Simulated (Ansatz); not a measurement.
`C[O][InH][Br]` + H₂ → `C[O][InH2]` + HBr at 298.15 K and 1 bar (hydrogenolysis of the In–Br bond).

Computed with Ansatz on PBE0-D4/def2-TZVP structures; ΔE is electronic, products minus reactants. CBS: MP2 limit from def2 TZ/QZ plus the TZ coupled-cluster correction, frozen cores. This one scheme is used for every species. def2 core potentials past Kr. For Br, In outer-core shells are correlated without core-valence functions, which leaves a few kJ/mol of doubt a bond. Scalar relativity is left out up to krypton. Each species was taken in one conformer, which may not be the lowest.

```json
{"species": "`C[O][InH][Br]`", "CCSD(T)/CBS energy (Eh)": "-2878.81206", "H − E (kJ/mol)": "147.1", "S (J/(mol·K))": "368.8"}
{"species": "H₂", "CCSD(T)/CBS energy (Eh)": "-1.17544", "H − E (kJ/mol)": "35.1", "S (J/(mol·K))": "130.4"}
{"species": "`C[O][InH2]`", "CCSD(T)/CBS energy (Eh)": "-306.01914", "H − E (kJ/mol)": "156.4", "S (J/(mol·K))": "318.5"}
{"species": "HBr", "CCSD(T)/CBS energy (Eh)": "-2573.91920", "H − E (kJ/mol)": "24.6", "S (J/(mol·K))": "198.6"}
```

H − E and S are ideal-gas, rigid-rotor, harmonic terms from PBE0-D4/def2-TZVP, for one conformer and one mirror image of each species. The MP2-based limit puts H₂ 0.8 mEh under its directly extrapolated value; such offsets cancel only in part. 1 Eh = 2625.50 kJ/mol, R = 8.31446 J/(mol·K).

Task: By hand: ΔE, ΔH, ΔS and ΔG.

Result: ΔE = (-306.01914) + (-2573.91920) − (-2878.81206) − (-1.17544) = 0.04916 Eh = 129.1 kJ/mol. Δ(H − E) = 156.4 + 24.6 − 147.1 − 35.1 = -1.2, so ΔH = 127.9 kJ/mol. ΔS = 318.5 + 198.6 − 368.8 − 130.4 = 17.9 J/(mol·K). ΔG = 127.9 − 298.15 × (17.9)/1000 = 122.6 kJ/mol.

Task: By hand: the equilibrium constant, and the temperature at which ΔG would vanish if ΔH and ΔS stayed fixed.

Result: log₁₀ K = −ΔG/(RT ln 10) = -21.5. ΔG = 0 at ΔH/ΔS = 7145 K, far beyond where these terms or the molecules hold.

ΔH outweighs TΔS. A doubt of 5 kJ/mol in ΔE shifts log₁₀ K by 0.9 here. Other conformers and mirror images would add mixing entropy, several J/(mol·K) or more a flexible species. These are equilibria of isolated gas molecules and say nothing of rates. Largest T1 diagnostic: 0.017 (customary marks: 0.02 for closed shells, 0.045 for open ones).
